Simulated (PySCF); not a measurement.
Start geometry of `C=[CH][GeH3]` from GFN2-xTB (Å):
```
atom  x, y, z in Å
C1     1.568   -0.208   -0.289
C2     0.553    0.027    0.558
Ge3   -1.337    0.113    0.052
H4     1.394   -0.326   -1.349
H5     2.579   -0.230    0.002
H6     0.785    0.178    1.607
H7    -2.103   -0.926    0.785
H8    -1.468   -0.090   -1.413
H9    -1.913    1.444    0.441
```

Question: What comes out of this run: PBE0-D3(BJ)/def2-SVP geometry optimisation, gas phase in PySCF?

Answer: 
```
atom  x, y, z in Å
C1     1.5447    0.0042   -0.3499
C2     0.5647    0.0394    0.5571
Ge3   -1.3181   -0.0185    0.0950
H4     1.3406   -0.0598   -1.4248
H5     2.6012    0.0366   -0.0608
H6     0.8330    0.0975    1.6195
H7    -2.0161   -1.1780    0.8325
H8    -1.4459   -0.2223   -1.4260
H9    -2.0207    1.2942    0.4954
```

The energy falls by 2.9 kcal/mol over 6 energy and gradient evaluations, the largest force component goes from 0.0369 to 3.6e-04 Eh/bohr, and the atoms move by 0.064 Å rms after alignment. Among the bonds, Ge3–H7 and Ge3–H8 change most and about equally (+0.056 to +0.057 Å). Bonds longer at the end by more than 0.005 Å: 6 of 8; shorter: 2. Rotational constants go from 34210, 3711, 3482 to 32684, 3799, 3553 MHz. The orientation of the end geometry is arbitrary; only internal coordinates are fixed.

The run used 90 basis functions and 40 SCF cycles in all. On Arm Neoverse V1, one thread, shared host, this took 15 s wall and 0.36 GiB of memory at its peak.

No PBE0-D3(BJ)/def2-SVP frequencies stand behind this structure, so it isn't proved a minimum.
